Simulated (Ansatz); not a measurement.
BrGaH₂S₂ (`[SH][Ga]([SH])[Br]`). Total charge 0; spin multiplicity 1. All single points use the PBE0-D4/def2-TZVP geometry. It is one conformer, not always the lowest.

```xyz
6

S     1.616   -1.453   -0.385
Ga    0.026    0.004   -0.035
S    -0.243    1.720   -1.362
Br   -1.378   -0.270    1.748
H     1.270   -2.180    0.690
H    -1.290    2.179   -0.655
```

Task: What is the dipole moment at r2SCAN/def2-TZVPP? (Best estimate.)

Result: Computed: 0.25 D, with components (-0.15, -0.03, 0.20) D in this frame, pointing from negative to positive charge.

Task: And with PBE, B3LYP, ωB97M-V? (Best estimate.)

Result: The calculation gave: PBE 0.20 D, B3LYP 0.18 D, ωB97M-V 0.20 D.

Task: Give the Mulliken charges with r2SCAN, PBE, B3LYP in def2-TZVPP. (An estimate is asked.)

Result: Computed: 
| atom | r2SCAN | PBE | B3LYP |
| --- | --- | --- | --- |
| S1 | -0.23 | -0.22 | -0.22 |
| Ga2 | 0.47 | 0.42 | 0.45 |
| S3 | -0.23 | -0.22 | -0.22 |
| Br4 | -0.25 | -0.24 | -0.25 |
| H5 | 0.12 | 0.13 | 0.12 |
| H6 | 0.12 | 0.13 | 0.12 |

B3LYP here is the variant with VWN-RPA as its local correlation; programs differ in this.
